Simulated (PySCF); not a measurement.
Below is a simulated gas-phase C 1s photoelectron spectrum of `B[C@@H]1CC1=C`.

Every computed line was given a Gaussian of 0.7 eV full width at half maximum and an area set by the number of equivalent atoms; the highest printed point is 100. Computed, not measured: delta-SCF UKS SCAN, pcX-2 on the ionised atom, pcseg-1 elsewhere, spin-free X2C in PySCF.

binding energy (eV), intensity and a bar:
```
    289.4          0 
    289.5          1 
    289.6          2 #
    289.7          5 #
    289.8         10 ###
    289.9         19 ######
    290.0         31 #########
    290.1         47 ##############
    290.2         64 ###################
    290.3         79 ########################
    290.4         90 ###########################
    290.5         97 #############################
    290.6         99 ##############################
    290.7        100 ##############################
    290.8         99 ##############################
    290.9         97 #############################
    291.0         90 ###########################
    291.1         78 #######################
    291.2         62 ###################
    291.3         45 #############
    291.4         29 #########
    291.5         17 #####
    291.6          9 ###
    291.7          4 #
    291.8          2 
    291.9          1 
    292.0          0
```

Question: How many maxima does the curve show, and how many computed lines lie under it?

Answer: The curve has 1 maximum (at 290.7 eV). Under it lie 4 lines from 4 inequivalent carbon sites. At this width some lines have no maximum of their own.

Question: Decompose the envelope and assign each component. Numbering: `[BH2:1][C@@H:2]1[CH2:3][C:4]1=[CH2:5]`.

Answer: 
| position (eV) | relative area | line | atoms | environment |
| --- | --- | --- | --- | --- |
| 290.37 | 1 | C 1s | C5 | terminal =CH2 carbon |
| 290.45 | 1 | C 1s | C2 | sp3 carbon bound to boron |
| 290.95 | 1 | C 1s | C4 | fully substituted alkene carbon |
| 291.01 | 1 | C 1s | C3 | allylic carbon |

The listed C 1s values span 0.64 eV, from C5 (bonded to C (double bond) and 2 H) to C3 (bonded to 2 C and 2 H). The widest gap between neighbouring values is 0.50 eV, between 290.45 and 290.95 eV. Summing the Pauling electronegativity differences to the bonded atoms, each weighted by its formal bond order, gives -0.70 for the lowest site and -0.70 for the highest; the largest sum, 0.00, belongs to C4, 0.06 eV below the top. The smallest sum, -0.86, belongs to C2, 0.08 eV above the lowest.

The curve has no shake-up lines and no vibrational structure. The unrestricted hole states depart most from a pure doublet (⟨S²⟩ = 0.75; over 0.85 named) for C 1s of C4 (0.85), which makes this value less certain. Isolated species at its PBE0-D3(BJ)/def2-SVP geometry (one conformer only).
